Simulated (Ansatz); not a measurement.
`[SiH3][SiH2][GaH2]` and `[SiH3][SiH2]S` differ in one atom or group.

Ansatz, PBE0-D4/def2-TZVP geometries, multiplicity 1. Each molecule was computed in one conformer, which needn't be the lowest.

Scalar relativity is left out up to krypton.

```
                                        property  `[SiH3][SiH2][GaH2]`
size of the dipole moment (B3LYP/def2-TZVPP) / D                  0.23
           HOMO–LUMO gap (B3LYP/def2-TZVPP) / eV                  4.82
  size of the dipole moment (PBE/def2-TZVPP) / D                  0.19
               LUMO energy (PBE/def2-TZVPP) / eV                 -2.99
             LUMO energy (B3LYP/def2-TZVPP) / eV                 -2.46
              HOMO energy (PBE0/def2-TZVPP) / eV                 -7.48
```

What does the change do to each property? (An estimate is asked.)

Ansatz gave: 
| property | `[SiH3][SiH2]S` | shift |
| --- | --- | --- |
| size of the dipole moment (B3LYP/def2-TZVPP) / D | 0.91 | 0.68 |
| HOMO–LUMO gap (B3LYP/def2-TZVPP) / eV | 6.66 | 1.84 |
| size of the dipole moment (PBE/def2-TZVPP) / D | 0.86 | 0.67 |
| LUMO energy (PBE/def2-TZVPP) / eV | -1.24 | 1.75 |
| LUMO energy (B3LYP/def2-TZVPP) / eV | -0.59 | 1.87 |
| HOMO energy (PBE0/def2-TZVPP) / eV | -7.50 | -0.02 |

The zero-point energy changes by -9.3 kJ/mol with -3 modes. Dipoles are sizes alone; their direction can turn.

B3LYP here is the variant with VWN-RPA as its local correlation; programs differ in this.
